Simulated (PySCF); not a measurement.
Isomers of C7H14N2Si, mass 154.093 u with the commonest isotopes. Computed with PBE0/pcSseg-1 in PySCF (dipole) on a GFN2-xTB geometry, gas phase. One conformer each, none proved a minimum here; rigid rotors.

Problem. Order these by rotational constant A, largest first.
A. `CC1=CN([Si](C)(C)C)N=C1`
B. `[H]/[N:1]=[CH:2]\[CH:3]=[C:4]1\[CH2:5][NH:6][CH2:7][CH2:8][SiH2:9][CH2:10]1` with N1–C2–C3–C4 179°, C3–C4–C5–N6 -76°, C4–C5–N6–C7 -69°, C5–N6–C7–C8 73°, N6–C7–C8–Si9 -81°
C. `[CH:1]#[C:2][C@@H:3]1[CH2:4][NH:5][SiH2:6][N:7]1[CH2:8][CH2:9][CH3:10]` with Si6–N7–C8–C9 81°, N7–C8–C9–C10 -177°, C2–C3–C4–N5 -158°, C3–C4–N5–Si6 31°, C4–N5–Si6–N7 -14°, N5–Si6–N7–C8 -163°
D. `[CH:1]#[C:2][Si@@H:3]1[NH:4][CH2:5][C@@H:6]([CH:7]([CH3:8])[CH3:9])[NH:10]1` with C5–C6–C7–C8 -59°, C2–Si3–N4–C5 -135°, Si3–N4–C5–C6 31°, N4–C5–C6–C7 -157°, C5–C6–N10–Si3 26°
E. `[CH3:1][CH2:2][CH2:3][n:4]1[n:5][c:6]([SiH3:7])[cH:8][c:9]1[CH3:10]` with C1–C2–C3–N4 66°, C2–C3–N4–N5 69°

Solution. D (2431 MHz), A (2111 MHz), E (1827 MHz), B (1539 MHz), C (1371 MHz).

Problem. Order these by out-of-plane moment Σ m c² = (Ia + Ib − Ic)/2, smallest first.
A. `[CH3:1][CH2:2][CH2:3][n:4]1[n:5][c:6]([SiH3:7])[cH:8][c:9]1[CH3:10]` with C1–C2–C3–N4 66°, C2–C3–N4–N5 69°
B. `[CH:1]#[C:2][Si@@H:3]1[NH:4][CH2:5][C@@H:6]([CH:7]([CH3:8])[CH3:9])[NH:10]1` with C5–C6–C7–C8 -59°, C2–Si3–N4–C5 -135°, Si3–N4–C5–C6 31°, N4–C5–C6–C7 -157°, C5–C6–N10–Si3 26°
C. `[CH:1]#[C:2][C@@H:3]1[CH2:4][NH:5][SiH2:6][N:7]1[CH2:8][CH2:9][CH3:10]` with Si6–N7–C8–C9 81°, N7–C8–C9–C10 -177°, C2–C3–C4–N5 -158°, C3–C4–N5–Si6 31°, C4–N5–Si6–N7 -14°, N5–Si6–N7–C8 -163°
D. `Cc1cnn([Si](C)(C)C)c1`
E. `[H]/[N:1]=[CH:2]\[CH:3]=[C:4]1\[CH2:5][NH:6][CH2:7][CH2:8][SiH2:9][CH2:10]1` with N1–C2–C3–C4 179°, C3–C4–C5–N6 -76°, C4–C5–N6–C7 -69°, C5–N6–C7–C8 73°, N6–C7–C8–Si9 -81°

Solution. C (42.38 u·Å²), B (52.22 u·Å²), A (61.54 u·Å²), D (85.25 u·Å²), E (100.19 u·Å²).

Problem. Order these by dipole moment, largest first.
A. `[CH:1]#[C:2][Si@@H:3]1[NH:4][CH2:5][C@@H:6]([CH:7]([CH3:8])[CH3:9])[NH:10]1` with C5–C6–C7–C8 -59°, C2–Si3–N4–C5 -135°, Si3–N4–C5–C6 31°, N4–C5–C6–C7 -157°, C5–C6–N10–Si3 26°
B. `[CH:1]#[C:2][C@@H:3]1[CH2:4][NH:5][SiH2:6][N:7]1[CH2:8][CH2:9][CH3:10]` with Si6–N7–C8–C9 81°, N7–C8–C9–C10 -177°, C2–C3–C4–N5 -158°, C3–C4–N5–Si6 31°, C4–N5–Si6–N7 -14°, N5–Si6–N7–C8 -163°
C. `[CH3:1][CH2:2][CH2:3][n:4]1[n:5][c:6]([SiH3:7])[cH:8][c:9]1[CH3:10]` with C1–C2–C3–N4 66°, C2–C3–N4–N5 69°
D. `CC1=CN([Si](C)(C)C)N=C1`
E. `[H]/[N:1]=[CH:2]\[CH:3]=[C:4]1\[CH2:5][NH:6][CH2:7][CH2:8][SiH2:9][CH2:10]1` with N1–C2–C3–C4 179°, C3–C4–C5–N6 -76°, C4–C5–N6–C7 -69°, C5–N6–C7–C8 73°, N6–C7–C8–Si9 -81°

Solution. C (3.23 D), E (2.79 D), D (2.07 D), A (0.74 D), B (0.41 D).

| SMILES | point group | Ia (u·Å²) | Ib (u·Å²) | Ic (u·Å²) | κ | μa (D) | μb (D) | μc (D) |
| --- | --- | --- | --- | --- | --- | --- | --- | --- |
| [H]/N=C\C=C1\CNCC[SiH2]C1 | C1 | 328.28 | 615.58 | 743.48 | -0.67 | 2.65 | 0.69 | 0.52 |
| CCCn1nc([SiH3])cc1C | C1 | 276.62 | 720.29 | 873.83 | -0.80 | 2.86 | 1.49 | 0.08 |
| C#C[Si@@H]1NC[C@@H](C(C)C)N1 | C1 | 207.85 | 825.99 | 929.41 | -0.93 | 0.60 | 0.19 | 0.38 |
| C#C[C@@H]1CN[SiH2]N1CCC | C1 | 368.52 | 543.03 | 826.79 | -0.16 | 0.37 | 0.17 | 0.01 |
| Cc1cnn([Si](C)(C)C)c1 | C1 | 239.37 | 735.48 | 804.35 | -0.92 | 0.66 | 1.96 | 0.04 |
